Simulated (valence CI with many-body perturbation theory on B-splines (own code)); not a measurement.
**Cd³⁴⁺: electric-dipole lines**

Computed by valence CI with perturbative core correlation (CI+MBPT): four valence electrons over a frozen Dirac-Fock core [Ne], a basis of 11 s, 11 p, 10 d, 8 f, 5 g, 2 h functions for each j, with the one-electron correlation potential Σ1 (screened to all orders), the two-electron term Σ2, the three-electron term Σ3, Breit, model QED; selected single and double excitations, second order for the rest, scaled by the run's own slope (own B-spline code, finite nucleus).

The last digits are not significant, and no measured levels were compared; by estimate large intervals hold to a few tenths of a per cent, small ones and those within an open d or f shell to about a per cent. Among the levels kept, up to 700 cm⁻¹ of a level comes from second order outside the variational space, and about a tenth of that is noise between levels of different J, which matters for small intervals.

Lines 201 to 250 of 543 in falling wavelength, among levels below 4007.2 × 10³ cm⁻¹, chosen from the strongest by gf and those to the six lowest levels. Wavelengths and rates use the calculated energies. Electric multipoles are in the length gauge, E1 and E2 with the static RPA response of the core. Weak lines are less certain than strong ones. Lines between different terms over intervals too small for the method are left out, as are lines whose strength nearly cancels. Where a level lies close to another of its J and parity, the split of strength between their lines is uncertain. The highest levels of a list are the least certain.

Levels are named by their leading jj configuration (3d3/2^4 stands for four electrons in 3d with j = 3/2), which in mixed levels can hold well under half, so a name can repeat and another be missing. Letters in brackets count levels of one name in rising energy.

| λ vac (Å) | Upper | Lower | A (s⁻¹) | S (a.u.) with core polarisation | S without |
| --- | --- | --- | --- | --- | --- |
| 83.92 | (3p1/2 3p3/2^2 3d5/2) J=2 [b] | (3s 3p1/2 3p3/2 3d3/2) J=1 [d] | 1.64e+10 | 2.40e-02 | 2.45e-02 |
| 83.90 | (3s 3p3/2 3d3/2 3d5/2) J=2 [b] | (3s 3p1/2 3p3/2 3d5/2) J=2 [d] | 3.80e+10 | 5.53e-02 | 5.65e-02 |
| 83.87 | (3s^2 3d3/2 3d5/2) J=2 | (3s^2 3p3/2 3d3/2) J=2 | 1.76e+10 | 2.56e-02 | 2.62e-02 |
| 83.77 | (3s 3p1/2 3d3/2 3d5/2) J=0 | (3s 3p1/2 3p3/2 3d3/2) J=1 [d] | 8.54e+10 | 2.48e-02 | 2.53e-02 |
| 83.71 | (3s 3p1/2 3d3/2 3d5/2) J=5 [a] | (3s 3p1/2 3p3/2 3d5/2) J=4 [a] | 2.72e+10 | 8.67e-02 | 8.85e-02 |
| 83.63 | (3s^2 3d3/2 3d5/2) J=2 | (3s^2 3p3/2 3d3/2) J=1 | 4.23e+10 | 6.11e-02 | 6.24e-02 |
| 83.62 | (3s 3p3/2^2 3d5/2) J=3 [c] | (3s^2 3p3/2 3d5/2) J=3 | 1.51e+11 | 3.04e-01 | 3.11e-01 |
| 83.58 | (3p1/2 3p3/2^2 3d5/2) J=3 [b] | (3s 3p1/2 3p3/2 3d5/2) J=4 [d] | 8.25e+10 | 1.66e-01 | 1.70e-01 |
| 83.56 | (3s 3p1/2 3p3/2 3d3/2) J=2 [b] | (3s 3p1/2^2 3p3/2) J=1 | 4.24e+10 | 6.10e-02 | 6.23e-02 |
| 83.54 | (3s 3p3/2 3d3/2 3d5/2) J=1 [b] | (3s 3p1/2 3p3/2 3d5/2) J=2 [e] | 4.74e+10 | 4.09e-02 | 4.18e-02 |
| 83.52 | (3s 3p1/2 3d5/2^2) J=2 [b] | (3s 3p1/2 3p3/2 3d5/2) J=3 [b] | 2.95e+10 | 4.25e-02 | 4.34e-02 |
| 83.44 | (3p1/2 3p3/2^2 3d5/2) J=4 [b] | (3s 3p1/2 3p3/2 3d5/2) J=5 | 2.48e+10 | 6.41e-02 | 6.55e-02 |
| 83.30 | (3s 3p3/2^2 3d5/2) J=2 [c] | (3s 3p3/2^3) J=1 | 2.69e+11 | 3.83e-01 | 3.91e-01 |
| 83.29 | (3s 3p3/2^2 3d5/2) J=3 [c] | (3s^2 3p3/2 3d5/2) J=2 [b] | 1.64e+11 | 3.28e-01 | 3.35e-01 |
| 83.18 | (3s 3p3/2 3d3/2 3d5/2) J=3 [c] | (3s 3p1/2 3p3/2 3d3/2) J=2 [e] | 3.33e+10 | 6.62e-02 | 6.76e-02 |
| 83.18 | (3s 3p1/2 3d3/2 3d5/2) J=3 [d] | (3s 3p1/2 3p3/2 3d3/2) J=2 [c] | 8.92e+10 | 1.77e-01 | 1.81e-01 |
| 83.17 | (3p1/2 3p3/2^2 3d3/2) J=2 [c] | (3s 3p1/2 3p3/2 3d3/2) J=1 [c] | 1.74e+10 | 2.46e-02 | 2.52e-02 |
| 83.12 | (3p1/2 3p3/2^2 3d5/2) J=4 [a] | (3s 3p1/2 3p3/2 3d5/2) J=4 [b] | 2.08e+10 | 5.30e-02 | 5.42e-02 |
| 83.05 | (3s 3p1/2 3d3/2 3d5/2) J=4 [d] | (3s 3p1/2 3p3/2 3d5/2) J=4 [c] | 2.02e+10 | 5.15e-02 | 5.26e-02 |
| 83.03 | (3p1/2^2 3p3/2 3d3/2) J=3 | (3s 3p1/2^2 3d3/2) J=2 | 4.07e+10 | 8.06e-02 | 8.23e-02 |
| 82.98 | (3p1/2 3p3/2^2 3d3/2) J=1 [a] | (3s 3p1/2 3p3/2 3d3/2) J=2 [a] | 5.23e+10 | 4.42e-02 | 4.52e-02 |
| 82.95 | (3s 3p1/2 3p3/2 3d5/2) J=3 [e] | (3s^2 3p1/2 3d5/2) J=3 | 9.96e+10 | 1.96e-01 | 2.01e-01 |
| 82.88 | (3s 3p3/2 3d5/2^2) J=4 | (3s 3p3/2^2 3d5/2) J=4 [a] | 4.25e+10 | 1.07e-01 | 1.10e-01 |
| 82.84 | (3s 3p1/2 3d5/2^2) J=4 | (3s 3p1/2 3p3/2 3d5/2) J=4 [d] | 4.61e+10 | 1.17e-01 | 1.19e-01 |
| 82.84 | (3s 3p3/2^2 3d3/2) J=2 [a] | (3s 3p1/2 3p3/2^2) J=1 [b] | 2.32e+10 | 3.25e-02 | 3.32e-02 |
| 82.84 | (3s 3p3/2^2 3d5/2) J=3 [b] | (3s^2 3p3/2 3d3/2) J=3 | 1.33e+10 | 2.61e-02 | 2.67e-02 |
| 82.80 | (3s 3p3/2 3d3/2 3d5/2) J=3 [a] | (3s 3p1/2 3p3/2 3d5/2) J=3 [d] | 2.29e+10 | 4.48e-02 | 4.58e-02 |
| 82.78 | (3s 3p1/2 3p3/2 3d5/2) J=1 [c] | (3s 3p1/2 3p3/2^2) J=2 [b] | 2.99e+10 | 2.51e-02 | 2.57e-02 |
| 82.74 | (3p1/2 3p3/2^2 3d3/2) J=4 | (3s 3p1/2 3p3/2 3d3/2) J=3 [a] | 1.92e+10 | 4.84e-02 | 4.94e-02 |
| 82.72 | (3s 3p3/2 3d3/2 3d5/2) J=1 [b] | (3s 3p1/2 3p3/2 3d5/2) J=2 [d] | 6.15e+10 | 5.15e-02 | 5.26e-02 |
| 82.70 | (3s 3p1/2 3p3/2 3d3/2) J=2 [e] | (3s 3p1/2 3p3/2^2) J=1 [a] | 4.49e+10 | 6.27e-02 | 6.41e-02 |
| 82.69 | (3s 3p1/2 3p3/2 3d5/2) J=2 [c] | (3s 3p1/2 3p3/2^2) J=2 [b] | 1.82e+10 | 2.55e-02 | 2.60e-02 |
| 82.59 | (3s 3p1/2 3p3/2 3d3/2) J=3 [b] | (3s^2 3p1/2 3d3/2) J=2 | 1.11e+11 | 2.16e-01 | 2.21e-01 |
| 82.57 | (3p1/2 3p3/2^2 3d5/2) J=3 [a] | (3s 3p1/2 3p3/2 3d5/2) J=4 [b] | 1.34e+10 | 2.61e-02 | 2.67e-02 |
| 82.52 | (3s 3p1/2 3d5/2^2) J=1 [a] | (3s 3p1/2 3p3/2 3d5/2) J=2 [b] | 3.72e+10 | 3.09e-02 | 3.16e-02 |
| 82.46 | (3s 3p3/2 3d3/2 3d5/2) J=2 [a] | (3s 3p1/2 3p3/2 3d5/2) J=3 [e] | 1.80e+10 | 2.48e-02 | 2.54e-02 |
| 82.30 | (3s 3p3/2 3d3/2 3d5/2) J=3 [b] | (3s 3p1/2 3p3/2 3d5/2) J=3 [d] | 1.64e+10 | 3.16e-02 | 3.23e-02 |
| 82.29 | (3s 3p3/2^2 3d5/2) J=3 [b] | (3s^2 3p3/2 3d3/2) J=2 | 3.97e+10 | 7.64e-02 | 7.81e-02 |
| 82.21 | (3s 3p3/2^2 3d3/2) J=1 [b] | (3s 3p1/2 3p3/2^2) J=1 [b] | 7.00e+10 | 5.76e-02 | 5.88e-02 |
| 82.20 | (3s 3p3/2^2 3d5/2) J=4 [b] | (3s^2 3p3/2 3d5/2) J=4 | 1.06e+11 | 2.61e-01 | 2.67e-01 |
| 82.12 | (3s 3p1/2 3p3/2 3d5/2) J=4 [c] | (3s 3p1/2 3p3/2^2) J=3 | 3.23e+10 | 7.94e-02 | 8.10e-02 |
| 82.01 | (3s 3p1/2 3d3/2 3d5/2) J=2 [a] | (3s 3p1/2 3p3/2 3d3/2) J=3 [a] | 2.10e+10 | 2.85e-02 | 2.92e-02 |
| 81.99 | (3s 3p3/2 3d3/2 3d5/2) J=2 [b] | (3s 3p1/2 3p3/2 3d5/2) J=3 [e] | 3.12e+10 | 4.25e-02 | 4.34e-02 |
| 81.97 | (3s 3p3/2 3d3/2 3d5/2) J=4 [a] | (3s 3p1/2 3p3/2 3d5/2) J=4 [d] | 1.74e+10 | 4.26e-02 | 4.35e-02 |
| 81.95 | (3p1/2 3p3/2^2 3d3/2) J=2 [c] | (3s 3p1/2 3p3/2 3d3/2) J=3 [b] | 8.96e+10 | 1.22e-01 | 1.24e-01 |
| 81.92 | (3s 3p1/2 3d3/2 3d5/2) J=1 [c] | (3s 3p1/2 3p3/2 3d3/2) J=1 [d] | 1.03e+11 | 8.34e-02 | 8.52e-02 |
| 81.81 | (3s 3p1/2 3d5/2^2) J=1 [b] | (3s 3p1/2 3p3/2 3d5/2) J=2 [c] | 9.20e+10 | 7.46e-02 | 7.61e-02 |
| 81.80 | (3p1/2 3p3/2^2 3d5/2) J=0 | (3s 3p1/2 3p3/2 3d5/2) J=1 [a] | 1.01e+11 | 2.72e-02 | 2.77e-02 |
| 81.78 | (3s 3p1/2 3d3/2 3d5/2) J=3 [b] | (3s 3p1/2 3p3/2 3d3/2) J=3 [a] | 4.66e+10 | 8.80e-02 | 8.99e-02 |
| 81.77 | (3s^2 3p1/2 3d3/2) J=1 | (3s^2 3p1/2 3p3/2) J=1 | 1.64e+10 | 1.33e-02 | 1.36e-02 |
